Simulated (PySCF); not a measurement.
Simulation results for CH$_{7}$GeSi

Computed with PySCF 2.14.0. Calculation on a computer-drawn molecule: optimised geometry and harmonic frequencies of an isolated molecule of the commonest isotopes, restricted reference for singlets and unrestricted otherwise, frozen core in MP2; on germanium a core potential holds 10 electrons, which the energies leave out, and 3d is frozen in MP2 and coupled-cluster steps.

## CH$_{7}$GeSi

Start structure:
```xyz
10
CH7GeSi
C      0.6036     0.3520    -1.2140
Ge     0.7152    -1.6620    -1.2063
Si    -1.0777    -3.4503    -1.3539
H     -0.3788     0.7225    -1.3565
H      1.2796     0.7190    -2.1544
H      1.0986     0.7488    -0.3190
H      2.2390    -1.9584    -1.0983
H     -0.8559    -3.9529    -2.7392
H     -2.2462    -2.6264    -1.1594
H     -0.7627    -4.2975    -0.2800
```

Here we set charge 1, multiplicity 1, method HF, basis cc-pV(D+d)Z and basis and core potential on germanium cc-pVDZ-PP ECP10MDF.

Drawn bonds:
```csv
atom,other atom,order
1,2,1
2,3,1
1,4,1
1,5,1
1,6,1
2,7,1
3,8,1
3,9,1
3,10,1
```

Question: CH$_{7}$GeSi: total energy?
Answer: -623.9948 hartree

Further results for CH$_{7}$GeSi:

```
rotational constants                          : 14.77, 2.491, 2.218 GHz
convergence status largest gradient component : 1.056e-05 hartree/bohr
```

Optimised structure:
```xyz
10
CH7GeSi
C      0.6032     0.2953    -1.2172
Ge     0.7756    -1.6248    -1.2772
Si    -1.0097    -3.3010    -1.3671
H     -0.4377     0.6106    -1.2322
H      1.1401     0.7145    -2.0731
H      1.0958     0.6542    -0.3088
H      2.2297    -2.0888    -1.2639
H     -0.7352    -4.0194    -2.6204
H     -2.2663    -2.5420    -1.3645
H     -0.7808    -4.1038    -0.1567
```

Modes:
```csv
frequency (cm⁻¹),reduced mass (dalton)
30.15,1.134
53.77,1.062
127.1,3.231
320.3,8.855
397.4,1.045
543,1.091
550.5,1.103
626.5,4.129
724.8,1.091
793.8,1.227
914.8,1.13
976.4,1.174
998.3,1.04
1005,1.039
1377,1.189
1524,1.05
1534,1.054
2273,1.021
2363,1.014
2385,1.054
2398,1.054
3173,1.034
3259,1.1
3321,1.105
```
